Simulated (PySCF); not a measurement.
**How methods differ on the ionisation energy of Rh²⁰⁺**

Rh²⁰⁺ [Ar] 3d7 [3d3/2^4 3d5/2^3, M_J = 9/2] → Rh²¹⁺ [Ar] 3d6 [3d3/2^4 3d5/2^2, M_J = 4], as a difference of total energies. Computed with PySCF 2.14 in an even-tempered Gaussian basis (17 s from 2.3 bohr⁻², ratio 2.8; 12 p from 2.9 bohr⁻², ratio 2.8; 8 d from 2.9 bohr⁻², ratio 2.8; 4 f from 12 bohr⁻², ratio 3), with the two-component X2C-1e Hamiltonian. Correlated levels: [Ne] frozen; the 76 highest virtual spinors dropped. "Screened" scales the spin-orbit matrix elements by Boettger's factors to mimic the two-electron term; Breit and QED terms are absent.

| method | ionisation energy (eV) |
| --- | --- |
| GHF (spin-free) | 921.44 |
| GMP2 (spin-free) | 922.57 |
| GHF (screened spin-orbit) | 933.36 |
| GMP2 (screened spin-orbit) | 934.44 |

Question: How much does correlation contribute at GMP2 (screened spin-orbit)?

Answer: 934.44 − (933.36) = 1.08 eV, measured against GHF (screened spin-orbit).

Breit and QED terms and the two-electron picture change are absent.

The spin-free rows relax to the high-spin LS determinant and lack the spin-orbit shift.

The labels give the starting determinants; with spin-orbit coupling the two ends relaxed to ⟨J²⟩ = 24.75, ⟨L²⟩ = 12.97, ⟨S²⟩ = 3.41 and ⟨J²⟩ = 30.28, ⟨L²⟩ = 26.42, ⟨S²⟩ = 1.63.

The determinant of Rh²¹⁺ mixes levels of different J (the jj label is only the starting occupation), so the difference between spin-free and spin-orbit rows is not the physical spin-orbit shift.

For comparison: 921 ± 4 eV (theoretical estimate listed by NIST; NIST Atomic Spectra Database, ionization energies).
